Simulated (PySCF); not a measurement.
Excitation energy of Mn+ by level of theory

Mn+ [Ar] 3d5 4s1 (7S) → Mn+ [Ar] 3d5 4p1 (7P), as a difference of total energies. All numbers are calculated (PySCF 2.14, no relativity, point nucleus, in dyall-av2z (16s12p7d2f, 101 functions)). Correlated levels: valence: [Ar] frozen; virtual orbitals above 40 to 60 times the deepest correlated orbital energy dropped. The calculations carry no spin-orbit coupling.

```csv
method,excitation energy (eV),difference from reference (eV)
UHF,4.390,-0.398
LDA,4.760,-0.028
PBE,4.632,-0.156
PBE0,4.574,-0.214
r2SCAN,4.665,-0.123
TPSS,4.565,-0.223
B2PLYP,4.571,-0.217
wB97X-V,4.544,-0.244
wB97M-V,4.527,-0.261
MP2 (valence),4.515,-0.273
SCS-MP2 (valence),4.432,-0.356
```

Reference: 4.788 eV (measured; NIST levels, between the centres of gravity of the two terms).

These non-relativistic numbers lack the scalar-relativistic shift.

Errors of the correlated levels include the incompleteness of this basis and the frozen core.
